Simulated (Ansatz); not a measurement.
Basis-set extrapolation for `F[SiH2]O[SiH](Cl)Cl` (PBE0-D4/def2-TZVP geometry, frozen core, Ansatz 0.2.0). Multiplicity 1, RHF reference.

```tsv
	def2-TZVPP	def2-QZVPP
HF	-1673.337496	-1673.391051
MP2 correlation	-1.088851	-1.191585
CCSD(T) correlation	-1.182235	not run
```

Energies in hartree. Use E(X) = E(∞) + A·exp(−7.88·√X) for Hartree–Fock and E(X) = E(∞) + B·X^(−2.97) for correlation, with X = 3 and 4, and add CCSD(T) minus MP2 of the smaller set to the MP2 limit.

Q: What is the CCSD(T) energy at the basis-set limit?

A: HF limit: -1673.391051 + (-0.053555) × 0.13774 = -1673.39843. MP2 limit: -1.191585 + (-0.102734) × 0.74074 = -1.26768. Higher-order term: -1.182235 − (-1.088851) = -0.09338. Total: -1674.75949 hartree, 629.5 kJ/mol below CCSD(T)/def2-TZVPP.
